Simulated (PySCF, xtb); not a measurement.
C5H8O, SMILES C=CCOC=C. The values are those of a single conformer.

Harmonic wavenumbers (cm⁻¹) from xtb 6.7.1 with GFN2-xTB at its own minimum, in rising order: 32, 88, 127, 149, 309, 473, 552, 559, 663, 818, 897, 915, 965, 980, 999, 1023, 1025, 1141, 1185, 1213, 1283, 1308, 1342, 1380, 1394, 1459, 1703, 1721, 2816, 2856, 3003, 3060, 3115, 3135, 3148, 3172.

### Question
What does B3LYP-D3(BJ)/def2-SVP in PySCF 2.14.0 give at its own minimum? (Estimate from the structure and the level; the computed values follow.)

### Answer
32, 79, 159, 183, 327, 493, 565, 599, 704, 847, 912, 952, 953, 977, 1018, 1037, 1046, 1171, 1240, 1261, 1305, 1334, 1395, 1419, 1431, 1477, 1730, 1732, 2960, 2991, 3125, 3145, 3158, 3165, 3252, 3269. Paired by order, the mean absolute difference is 41 cm⁻¹ and the zero-point energies are 71.5 and 73.5 kcal/mol.
